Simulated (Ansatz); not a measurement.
Isolated molecules relaxed with PBE0-D4/def2-TZVP in Ansatz; ΔE leaves out vibrations. CBS: MP2 limit from def2 TZ/QZ plus the TZ coupled-cluster correction, frozen cores. This one scheme is used for every species, atoms too. DFT in def2-TZVPP. No spin–orbit coupling; open shells (•) take unrestricted orbitals. Spin–orbit coupling would lower the free atoms: a little for Al, C, F, O. One conformer a species, not always the lowest.

Consider the atomization: `C[O][AlH][CH2]F` → Al• + 2 C• + F• + 6 H• + O•.

| level | ΔE (eV) | difference from CCSD(T)/CBS |
| --- | --- | --- |
| r2SCAN-D4 | 41.28 | 0.04 |
| PBE0-D4 | 41.02 | -0.22 |
| B2PLYP | 40.78 | -0.46 |
| r2SCAN | 41.23 | -0.01 |
| HF/def2-TZVPP | 29.99 | -11.25 |
| SCS-MP2/def2-TZVPP | 40.68 | -0.56 |
| CCSD(T)/def2-TZVPP | 40.17 | -1.07 |
| HF/def2-QZVPP | 30.06 | -11.18 |
| HF/CBS(def2) | 30.07 | -11.17 |
| CCSD/CBS(def2) | 40.68 | -0.56 |
| CCSD(T)/CBS | 41.24 | 0 |

Largest T1 diagnostic among the species: 0.018.

The D4 term adds +0.28 eV with B3LYP and +0.15 eV with PBE0; it sums over pairs of atoms, weighted by their polarisabilities, and B3LYP, whose exchange is more repulsive, gets the larger term. From PBE to PBE0 (25 % exact exchange), in def2-TZVPP and without D4, ΔE moves by −0.82 eV: exact exchange takes away binding that semilocal exchange gives to molecules. In def2-TZVPP, CCSD(T) changes the Hartree–Fock value by +10.18 eV (the triples alone add +0.56 eV) and MP2 by +10.93 eV; breaking electron pairs costs correlation energy, which Hartree–Fock lacks.

B3LYP here is the variant with VWN-RPA as its local correlation; programs differ in this.

For atomizations the MP2-based limit and the directly extrapolated one differ by several kJ/mol either way, and by 10 to 25 for some Ge, Se and Sn compounds, so smaller differences from it don't rank the levels.
